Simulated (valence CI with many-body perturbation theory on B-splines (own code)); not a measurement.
**From CI to CI+MBPT in Kr23+**

Computed by valence CI with perturbative core correlation (CI+MBPT): three valence electrons over a frozen Dirac-Fock core [Ne], a basis of 11 s, 11 p, 9 d, 7 f, 5 g, 2 h, 1 i functions for each j, with the one-electron correlation potential Σ1 (screened to all orders), the two-electron term Σ2, the three-electron term Σ3, Breit, model QED; selected single and double excitations, second order for the rest (own B-spline code, finite nucleus).

No measured spectrum was set against this ion. As an estimate, levels of excited configurations hold to 0.05 to 0.15 % of their energy, terms of the ground configuration to about 0.5 %.

Each rung adds one term. CI alone is the Dirac-Coulomb CI over the frozen core; QED comes last and gives the full result, which names the levels. Energies are above 3s2.3p 2P°_1/2 on the same rung, in eV.

Names give the largest LS component (configuration and term), which can be under half, so a name can repeat, a term be missing and a line seem to break the LS rules; names also repeat where a configuration has a term twice.

```csv
Level,CI alone
3s2.3p 2P°_3/2,12.25
3s.3p2 4P_1/2,51.15
3s.3p2 4P_3/2,57.71
3s.3p2 4P_5/2,62.34
3s.3p2 2D_3/2,72.28
3s.3p2 2D_5/2,76.30
3s.3p2 2P_1/2,82.36
3s.3p2 2S_1/2,94.47
3s.3p2 2P_3/2,95.96
3s2.3d 2D_3/2,105.59
3s2.3d 2D_5/2,107.27
3p3 2D°_3/2,130.87
3p3 2D°_5/2,136.81
3p3 4S°_3/2,138.30
3s.3p.3d 4F°_3/2,142.22
3s.3p.3d 4F°_5/2,144.71
```

Task: What do these energies become with core correlation, Breit and QED?

Result: 3s2.3p 2P°_3/2 12.07 (-0.175); 3s.3p2 4P_1/2 51.07 (-0.084); 3s.3p2 4P_3/2 57.54 (-0.171); 3s.3p2 4P_5/2 62.05 (-0.288); 3s.3p2 2D_3/2 71.89 (-0.388); 3s.3p2 2D_5/2 75.85 (-0.453); 3s.3p2 2P_1/2 81.60 (-0.754); 3s.3p2 2S_1/2 93.63 (-0.846); 3s.3p2 2P_3/2 94.90 (-1.060); 3s2.3d 2D_3/2 104.53 (-1.055); 3s2.3d 2D_5/2 106.14 (-1.125); 3p3 2D°_3/2 130.15 (-0.715); 3p3 2D°_5/2 136.10 (-0.704); 3p3 4S°_3/2 137.35 (-0.948); 3s.3p.3d 4F°_3/2 141.54 (-0.673); 3s.3p.3d 4F°_5/2 143.96 (-0.748).

Task: How does the ionisation energy move along the ladder, and which term matters most?

Result: CI alone 1051.1, + Σ1 1052.0, + Σ2 1051.8, + Σ3 1051.7, + Breit 1051.1, + QED 1051.1 eV. The largest step is Σ1, 0.9 eV. NIST lists 1042 ± 5 eV (semi-empirical).
